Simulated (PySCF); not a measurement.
PySCF 2.14 output of a UHF calculation on a single atom or ion in cc-pVDZ-X2C, with the spin-free X2C one-electron Hamiltonian (Gaussian nucleus):

```
SCF conv_tol = 1e-09
number electrons alpha = 31  beta = 28
cycle= 1 E= -9233.03251705367  delta_E= -0.00302  |g|= 0.0134  |ddm|= 0.0296
cycle= 2 E= -9233.03255020341  delta_E= -3.31e-05  |g|= 0.00198  |ddm|= 0.00447
cycle= 3 E= -9233.03255293844  delta_E= -2.74e-06  |g|= 0.000637  |ddm|= 0.00226
cycle= 4 E= -9233.03255347105  delta_E= -5.33e-07  |g|= 0.000234  |ddm|= 0.00156
cycle= 5 E= -9233.03255351287  delta_E= -4.18e-08  |g|= 5.99e-05  |ddm|= 0.000506
cycle= 6 E= -9233.0325535228  delta_E= -9.92e-09  |g|= 2.52e-05  |ddm|= 0.000283
cycle= 7 E= -9233.03255352631  delta_E= -3.51e-09  |g|= 9.08e-06  |ddm|= 0.000214
cycle= 8 E= -9233.03255352714  delta_E= -8.35e-10  |g|= 7.21e-06  |ddm|= 6.27e-05
converged SCF energy = -9233.03255352714  <S^2> = 3.7531282  2S+1 = 4.0015638
```

The run itself started from symmetry-adapted Hartree-Fock orbitals and held the occupation by maximum overlap, so the iterations belong to that start.

Q: Which element, charge and spin multiplicity is this?

A: Pr (praseodymium, neutral), multiplicity 4; the state was [Xe] 4f3 6s2, one real determinant.

⟨L²⟩ = 34.02 against 42 for a pure I term, so this real determinant mixes terms. Spin-orbit coupling, absent here, splits the open shell strongly.
